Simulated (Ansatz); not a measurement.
Ansatz results at the PBE0-D4/def2-TZVP geometry: ideal-gas entropy at 298 K and 1 bar (rigid rotor, harmonic PBE0-D4/def2-TZVP) 383 J/(mol·K); HOMO energy (ωB97M-V/def2-TZVPP) -9.46 eV; LUMO energy (ωB97M-V/def2-TZVPP) 0.47 eV.

Each molecule was computed in one conformer, which needn't be the lowest.

(1) Which molecule gave them?
A. `[BH3-][P+](F)(F)F`
B. `[OH][Cu-][P+](F)(F)F`
C. `FP(F)F`
D. `FN(F)F`

Answers

(1) B. The others give `FN(F)F`: 260, -12.70, 3.38; `[BH3-][P+](F)(F)F`: 315, -12.03, 2.27; `FP(F)F`: 273, -11.46, 1.94.
